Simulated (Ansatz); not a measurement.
Breaking a bond: SeNa (cation, charge +1), lowest triplet found (which spin is the ground state isn't settled by this scan).

ROHF/aug-cc-pVDZ (Ansatz, a first-principles code); ROMP2 = MP2 on ROHF/aug-cc-pVDZ, cores with 3d frozen run with Ansatz; ROCCSD = Ansatz with CCSD on ROHF/aug-cc-pVDZ, cores with 3d frozen; ROCCSD(T) = CCSD(T) on ROHF/aug-cc-pVDZ, cores with 3d frozen (Ansatz); UHF/aug-cc-pVDZ (Ansatz); UMP2 = MP2 on UHF/aug-cc-pVDZ, cores with 3d frozen (Ansatz); UCCSD = CCSD on UHF/aug-cc-pVDZ, cores with 3d frozen run with Ansatz; UCCSD(T) = CCSD(T) on UHF/aug-cc-pVDZ, cores with 3d frozen run with Ansatz; ROCCSDT = CCSDT on ROHF/aug-cc-pVDZ, cores with 3d frozen run with Ansatz; UCCSDT = CCSDT on UHF/aug-cc-pVDZ, cores with 3d frozen run with Ansatz; UCCSDT(Q) = CCSDT(Q) on UHF/aug-cc-pVDZ, cores with 3d frozen (Ansatz); UKS-B3LYP = Ansatz with unrestricted B3LYP/aug-cc-pVDZ; UKS-CAM-B3LYP = unrestricted CAM-B3LYP/aug-cc-pVDZ run with Ansatz; UKS-PBE = unrestricted PBE/aug-cc-pVDZ in Ansatz; FCI = full CI/aug-cc-pVDZ, cores with 3d frozen in Ansatz.

All curves are set to zero at 3.07 Å and compared with full CI in the same basis at 3.07, 3.21, 3.39, 3.60, 3.85, 4.18, 4.60, 5.08, 5.64, 6.24, 7.20, 8.33, 9.74 Å.

Task: Which method stays most parallel to full CI over these points, and which least?

Result: ROCCSDT has the smallest spread and UKS-PBE the largest. In order (kJ/mol): ROCCSDT 0.01, UCCSDT(Q) 0.03, UCCSDT 0.03, UCCSD(T) 0.07, ROCCSD(T) 0.09, UCCSD 0.35, ROCCSD 0.40, UMP2 0.63, ROMP2 0.96, UHF 1.43, ROHF 2.28, UKS-B3LYP 5.84, UKS-CAM-B3LYP 6.77, UKS-PBE 8.17.

Errors against full CI at some of the points (kJ/mol):

```csv
method,3.85 Å,4.60 Å,6.24 Å,7.20 Å,9.74 Å
ROCCSDT,0.0,0.0,0.0,0.0,0.0
UCCSDT(Q),0.0,0.0,0.0,0.0,0.0
UCCSDT,0.0,0.0,0.0,0.0,0.0
UCCSD(T),0.0,0.0,0.0,0.0,0.0
ROCCSD(T),0.0,0.0,0.0,0.0,0.0
UCCSD,0.1,-0.1,-0.2,-0.2,-0.2
ROCCSD,0.1,-0.1,-0.3,-0.3,-0.3
UMP2,0.1,-0.2,-0.4,-0.4,-0.4
ROMP2,0.3,-0.1,-0.5,-0.6,-0.6
UHF,0.8,0.1,-0.5,-0.5,-0.6
ROHF,0.7,-0.4,-1.3,-1.4,-1.5
UKS-B3LYP,4.0,5.0,5.8,5.8,5.7
UKS-CAM-B3LYP,5.6,6.6,6.7,6.6,6.5
UKS-PBE,4.2,6.0,8.0,8.2,8.2
```
